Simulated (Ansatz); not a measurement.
`[OH][GeH]([Cl])[GeH3]` + CH₃OH → `C[O][GeH]([OH])[Cl]` + GeH₄ at 400 K and 1 bar (cleavage of the Ge–Ge bond).

Gas-phase electronic energies from Ansatz, PBE0-D4/def2-TZVP geometries. CBS: MP2 limit from def2 TZ/QZ plus the TZ coupled-cluster correction, frozen cores. This one scheme is used for every species. For Ge outer-core shells are correlated without core-valence functions, which leaves a few kJ/mol of doubt a bond. Scalar relativity is left out up to krypton. One conformer a species, not always the lowest.

```json
{"species": "`[OH][GeH]([Cl])[GeH3]`", "CCSD(T)/CBS energy (Eh)": "-4690.25241", "H − E (kJ/mol)": "158.7", "S (J/(mol·K))": "417.7"}
{"species": "CH₃OH", "CCSD(T)/CBS energy (Eh)": "-115.61712", "H − E (kJ/mol)": "151.2", "S (J/(mol·K))": "252.6"}
{"species": "`C[O][GeH]([OH])[Cl]`", "CCSD(T)/CBS energy (Eh)": "-2727.38103", "H − E (kJ/mol)": "207.5", "S (J/(mol·K))": "408.7"}
{"species": "GeH₄", "CCSD(T)/CBS energy (Eh)": "-2078.49493", "H − E (kJ/mol)": "93.6", "S (J/(mol·K))": "231.8"}
```

H − E and S are ideal-gas, rigid-rotor, harmonic terms from PBE0-D4/def2-TZVP, for one conformer and one mirror image of each species. 1 Eh = 2625.50 kJ/mol, R = 8.31446 J/(mol·K).

Q: By hand: ΔE, ΔH, ΔS and ΔG.

A: ΔE = (-2727.38103) + (-2078.49493) − (-4690.25241) − (-115.61712) = -0.00643 Eh = -16.9 kJ/mol. Δ(H − E) = 207.5 + 93.6 − 158.7 − 151.2 = -8.8, so ΔH = -25.7 kJ/mol. ΔS = 408.7 + 231.8 − 417.7 − 252.6 = -29.8 J/(mol·K). ΔG = -25.7 − 400 × (-29.8)/1000 = -13.8 kJ/mol.

Q: By hand: the equilibrium constant, and the temperature at which ΔG would vanish if ΔH and ΔS stayed fixed.

A: log₁₀ K = −ΔG/(RT ln 10) = 1.8. ΔG = 0 at ΔH/ΔS = 862 K.

TΔS isn't small against ΔH here. A doubt of 5 kJ/mol in ΔE shifts log₁₀ K by 0.7 here. Other conformers and mirror images would add mixing entropy, several J/(mol·K) or more a flexible species. These are equilibria of isolated gas molecules and say nothing of rates. Largest T1 diagnostic: 0.012 (customary marks: 0.02 for closed shells, 0.045 for open ones).
